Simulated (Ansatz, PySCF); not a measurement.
Complex: H2O (SMILES O) (first 3 atoms) with C2H6O (SMILES CCO); geometry from B3LYP-D3(BJ)/def2-TZVP, rigid monomers moved along the line of their centres of mass till H2···O6 is 3.36 Å.
(charge 0, multiplicity 1):
```xyz
12

O     -0.219     0.308     0.172
H      0.304     0.102     0.967
H      0.125    -0.264    -0.520
C     -1.302     0.227     5.016
C     -0.267    -0.879     4.934
O      0.910    -0.482     4.215
H     -2.193    -0.125     5.540
H     -1.591     0.554     4.017
H     -0.912     1.088     5.567
H      0.015    -1.230     5.933
H     -0.660    -1.732     4.381
H      1.290     0.292     4.647
```

Counterpoise-corrected where a basis set is named; no monomer relaxation.

Frozen-core correlation.

Codes used: Ansatz (Gaussian basis) for Hartree–Fock, density functionals and correlated methods; PySCF for the dispersion terms. Values without a source in brackets are computed.

PBE/def2-TZVPPD gives -1.57 kcal/mol for the interaction energy.

Problem. How do the other levels lie against it? Give each less PBE: PBE-D3(BJ)/def2-TZVPPD, r2SCAN/def2-TZVPPD, B3LYP/def2-TZVPPD, wB97M-V/def2-TZVPPD, MP2/aug-cc-pVDZ, CCSD(T)/aug-cc-pVDZ.

Solution. PBE-D3(BJ)/def2-TZVPPD -0.23; r2SCAN/def2-TZVPPD 0.01; B3LYP/def2-TZVPPD 0.19; wB97M-V/def2-TZVPPD -0.15; MP2/aug-cc-pVDZ -0.13; CCSD(T)/aug-cc-pVDZ -0.11 kcal/mol. 2 of 6 lie above PBE; the widest gap is to PBE-D3(BJ)/def2-TZVPPD.

Ansatz is a program for electronic structure.
